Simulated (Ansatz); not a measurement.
FH3HfS3 (`[F][Hf]([SH])([SH])[SH]`), relaxed with RKS PBE0-D4/def2-TZVP in Ansatz 0.2.0 from a GFN2-xTB geometry. The force threshold is 0.005 eV/Å; the program also tests the step.

Total charge 0; spin multiplicity 1. Hf takes the def2 core potential.

Start:

```xyz
8

F    -0.473    0.849    1.216
Hf    0.317    0.256   -0.410
S     2.334   -0.664    0.743
S    -1.190   -1.695   -0.687
S    -0.548    2.147   -1.762
H     1.720   -0.348    1.887
H    -0.466   -2.470    0.121
H    -1.695    1.924   -1.108
```

Task: How much energy does the relaxation release, and in how many steps? (Estimate.)

Result: The calculation gave: 16.40 kcal/mol, in 15 steps, 2 of them rejected.

Task: Which bonds change most? (An estimate is asked.)

Result: Computed: Hf2–S3 from 2.499 to 2.427 Å; Hf2–S5 from 2.480 to 2.427 Å; Hf2–S4 from 2.480 to 2.427 Å; S4–H7 from 1.334 to 1.349 Å.

Task: Give the relaxed structure. (An estimate is asked.)

Result: Computed: 
```xyz
8

F    -0.983    0.437    1.637
Hf   -0.033    0.014    0.055
S     2.290   -0.497    0.537
S    -0.998   -1.914   -1.058
S    -0.071    1.867   -1.512
H     2.348    0.508    1.435
H    -1.189   -2.531    0.127
H    -1.365    2.115   -1.221
```
